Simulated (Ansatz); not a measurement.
CH6N2OSSi (`N=C[Si](N)(O)S`), relaxed with RKS PBE-D4/def2-SVP in Ansatz from a rough embedded geometry. The force threshold is 0.03 eV/Å; the program also tests the step.

The species carries charge 0 and has multiplicity 1.

Start:

```xyz
12

N     1.017   -2.042   -0.401
C     0.991   -0.783   -0.663
Si   -0.273    0.381    0.118
N     0.435    1.747    0.830
O    -1.170   -0.329    1.266
S    -1.583    1.207   -1.365
H     1.719   -2.522   -0.898
H     1.740   -0.350   -1.399
H     0.646    1.467    1.851
H    -0.330    2.423    1.026
H    -1.042   -1.261    1.323
H    -2.150    0.061   -1.687
```

By how much does the energy fall, and how many steps does the optimiser take? (Best estimate.)

The calculation gave: 0.64 eV, in 11 steps, 1 of them rejected.

Which bonds change most? (Best estimate.)

The calculation gave: N4–H9 from 1.079 to 1.024 Å; Si3–O5 from 1.621 to 1.674 Å; N1–H7 from 0.985 to 1.037 Å; O5–H11 from 0.942 to 0.993 Å.

Give the relaxed structure. (Best estimate.)

The calculation gave: 
```xyz
12

N     0.898   -1.959   -0.218
C     1.024   -0.725   -0.566
Si   -0.367    0.402    0.099
N     0.318    1.781    0.879
O    -1.252   -0.708    0.985
S    -1.563    1.246   -1.485
H     1.640   -2.567   -0.614
H     1.848   -0.359   -1.226
H     0.987    1.647    1.641
H    -0.290    2.584    1.062
H    -0.780   -1.571    0.845
H    -2.464    0.228   -1.403
```
